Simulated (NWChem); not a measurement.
Species: CdHOBr; SMILES [OH][Cd][Br]

```xyz
4

Cd    -0.4751     0.5221     0.0001
Br     0.3928    -1.7175    -0.0001
O     -1.2864     2.3121     0.0010
H     -0.6144     3.0037    -0.0075
```
Atoms are numbered in this order, from 1.

Level: PBE0/def2-SVP with def2 effective core potentials on Cd (NWChem), optimised geometry, unscaled harmonic frequencies. This build's default masses of Se (78.918 u) and Br (79.917 u) are each other's, which moves their modes by up to 0.6 %. def2 effective core potentials on Cd; no spin-orbit coupling.

**Question.** List the harmonic frequencies with IR intensities, and the thermochemistry.

**Answer.** 
```csv
frequency (cm⁻¹),IR intensity (km/mol)
104,11.0
107,1.4
261,9.0
614,64.3
792,59.1
3887,61.9
```

```json
{
  "zero_point_energy": "8.2 kcal/mol",
  "thermal correction to the enthalpy at 298.15 K (with zero-point energy)": "12.0 kcal/mol",
  "heat capacity Cv": "13.3 cal/(mol K)",
  "entropy at 298.15 K and 1 atm (symmetry number 1)": "74.2 cal/(mol K)"
}
```

Rigid rotor and harmonic oscillator.
